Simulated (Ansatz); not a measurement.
C2H6O2Si can be A, `C[SiH2]C(=O)O`, or B, `C=C(O)[SiH2]O`.

Computed with Ansatz on PBE0-D4/def2-TZVP structures; ΔE is electronic, products minus reactants. CCSD(T)/CBS adds triple-zeta CCSD(T) − MP2 to the extrapolated MP2 energy (def2 sets, frozen cores). Functionals use def2-TZVPP. B3LYP here is the variant with VWN-RPA as its local correlation; programs differ in this. Each species was taken in one conformer, which may not be the lowest.

Task: Which is lower in electronic energy at CCSD(T)/CBS, and by how much? (Best estimate.)

Result: The calculation gave: B, by 3.8 kcal/mol.

Task: Give E(B) − E(A) in kcal/mol with HF/def2-TZVPP, LDA (SPW92), CCSD(T)/def2-SVP, ωB97M-V, B3LYP-D4, B2PLYP, MP2/def2-TZVPP. (Best estimate.)

Result: Ansatz gave: HF/def2-TZVPP -3.1, LDA (SPW92) 0.8, CCSD(T)/def2-SVP 5.9, ωB97M-V -1.1, B3LYP-D4 -1.3, B2PLYP -1.5, MP2/def2-TZVPP -3.0. The order is the other way round with LDA (SPW92), CCSD(T)/def2-SVP.

Task: Does the order hold for the free energy at 298.15 K (harmonic terms from PBE0-D4)? (Estimate.)

Result: Ansatz gave: Yes: G(B) − G(A) = -2.6 kcal/mol, for one conformer each. Modes under 60 cm⁻¹, often nearly free rotors, make the harmonic entropy too high.

Largest T1 diagnostic: 0.015.

From BLYP to BHLYP (50 % exact exchange), in def2-TZVPP and without D4, E(B) − E(A) moves by −3.8 kcal/mol. At CCSD(T), def2-SVP lies +9.7 kcal/mol from the extrapolated value and def2-TZVPP +1.5 kcal/mol.
